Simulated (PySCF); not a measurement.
C2H4Cl2, singlet, at a GFN2-xTB geometry; DF-B3LYP/pcseg-0 in PySCF.

PySCF was given this input:
```python
from pyscf import gto, scf, dft

mol = gto.Mole()
mol.atom = '''
    C    -1.61498360   -0.56133040    0.30507019
    C    -0.17873453   -0.14046863    0.51016816
    Cl    0.91867628   -1.17800888   -0.43701250
    Cl    0.05348245    1.55551727    0.01251511
    H    -1.88972548   -0.47586995   -0.74339344
    H    -1.74153944   -1.59452356    0.62060197
    H    -2.27012343    0.07550472    0.89523765
    H     0.13699873   -0.21195951    1.55257940
'''
mol.basis = 'pcseg-0'
mol.verbose = 4
mol.max_memory = 1800
mol.build()

mf = dft.RKS(mol)
mf.xc = 'b3lyp'
mf = mf.density_fit(auxbasis='def2-universal-jkfit')
mf.kernel()
```

The log (banner, timings and long lists left out):

```
PySCF version 2.14.0

[INPUT] verbose = 4
[INPUT] num. atoms = 8
[INPUT] num. electrons = 50
[INPUT] charge = 0
[INPUT] spin (= nelec alpha-beta = 2S) = 0
[INPUT] symmetry False subgroup None
[INPUT] Mole.unit = angstrom
[INPUT] Symbol           X                Y                Z      unit          X                Y                Z       unit  Magmom
[INPUT]  1 C     -1.614983600000  -0.561330400000   0.305070190000 AA   -3.051876699664  -1.060760721393   0.576499107869 Bohr   0.0
[INPUT]  2 C     -0.178734530000  -0.140468630000   0.510168160000 AA   -0.337759310703  -0.265447239793   0.964078099873 Bohr   0.0
[INPUT]  3 Cl     0.918676280000  -1.178008880000  -0.437012500000 AA    1.736046566334  -2.226114155506  -0.825833938011 Bohr   0.0
[INPUT]  4 Cl     0.053482450000   1.555517270000   0.012515110000 AA    0.101067182971   2.939501622331   0.023650130319 Bohr   0.0
[INPUT]  5 H     -1.889725480000  -0.475869950000  -0.743393440000 AA   -3.571063607812  -0.899263876410  -1.404810004398 Bohr   0.0
[INPUT]  6 H     -1.741539440000  -1.594523560000   0.620601970000 AA   -3.291032576728  -3.013212827566   1.172767755666 Bohr   0.0
[INPUT]  7 H     -2.270123430000   0.075504720000   0.895237650000 AA   -4.289911551658   0.142683241912   1.691753974899 Bohr   0.0
[INPUT]  8 H      0.136998730000  -0.211959510000   1.552579400000 AA    0.258890079113  -0.400545423397   2.933949852642 Bohr   0.0

nuclear repulsion = 209.707632237917
number of shells = 12
number of NR pGTOs = 96
number of NR cGTOs = 52
basis = pcseg-0
ecp = {}

******** <class 'pyscf.df.df_jk.DFRKS'> ********
method = DFRKS
initial guess = minao
damping factor = 0
level_shift factor = 0
DIIS = <class 'pyscf.scf.diis.CDIIS'>
diis_start_cycle = 1
diis_space = 8
diis_damp = 0
SCF conv_tol = 1e-09
SCF conv_tol_grad = None
SCF max_cycles = 50
direct_scf = False
XC library pyscf.dft.libxc version 7.1.2
    S. Lehtola, C. Steigemann, M. J. T. Oliveira, and M. A. L. Marques,  SoftwareX 7, 1–5 (2018)
XC functionals = b3lyp
    P. J. Stephens, F. J. Devlin, C. F. Chabalowski, and M. J. Frisch,  J. Phys. Chem. 98, 11623 (1994)
radial grids:
    Treutler-Ahlrichs [JCP 102, 346 (1995); DOI:10.1063/1.469408] (M4) radial grids

becke partition: Becke, JCP 88, 2547 (1988); DOI:10.1063/1.454033
pruning grids: <function nwchem_prune>
grids dens level: 3
symmetrized grids: False
atomic radii adjust function: <function treutler_atomic_radii_adjust>
small_rho_cutoff = 0
Set gradient conv threshold to 3.16228e-05
Initial guess from minao.
tot grids = 105232
******** <class 'pyscf.df.df.DF'> ********
auxbasis = def2-universal-jkfit
init E= -997.910243710787
  HOMO = -0.335877402906982  LUMO = -0.0155270242039183  gap/eV = 8.71718
cycle= 1 E= -997.693770425643  delta_E= 0.216  |g|= 0.417  |ddm|= 2.69
  HOMO = -0.281258359018833  LUMO = -0.0308076356276135  gap/eV = 6.81511
cycle= 2 E= -997.628951145543  delta_E= 0.0648  |g|= 0.689  |ddm|= 1.46
  HOMO = -0.29903233738319  LUMO = 0.010401728812153  gap/eV = 8.42013
cycle= 3 E= -997.7453219731  delta_E= -0.116  |g|= 0.0479  |ddm|= 0.761
  HOMO = -0.304127827864886  LUMO = 0.0054235262886857  gap/eV = 8.42332
cycle= 4 E= -997.745781026093  delta_E= -0.000459  |g|= 0.0203  |ddm|= 0.0628
  HOMO = -0.304572148235525  LUMO = 0.00698734932596046  gap/eV = 8.47797
cycle= 5 E= -997.74588785221  delta_E= -0.000107  |g|= 0.00364  |ddm|= 0.0304
  HOMO = -0.304020709463719  LUMO = 0.00749492022714415  gap/eV = 8.47677
cycle= 6 E= -997.745891079664  delta_E= -3.23e-06  |g|= 0.000323  |ddm|= 0.00553
  HOMO = -0.30409908429905  LUMO = 0.00741198362696549  gap/eV = 8.47665
cycle= 7 E= -997.745891108945  delta_E= -2.93e-08  |g|= 2.38e-05  |ddm|= 0.00085
  HOMO = -0.304096298249164  LUMO = 0.0074164139345485  gap/eV = 8.47669
cycle= 8 E= -997.745891109182  delta_E= -2.37e-10  |g|= 2.4e-06  |ddm|= 8.47e-05
  HOMO = -0.304096477569108  LUMO = 0.00741613301519739  gap/eV = 8.47669
Extra cycle  E= -997.745891109183  delta_E= -9.09e-13  |g|= 1.13e-06  |ddm|= 8.48e-06
converged SCF energy = -997.745891109183
```
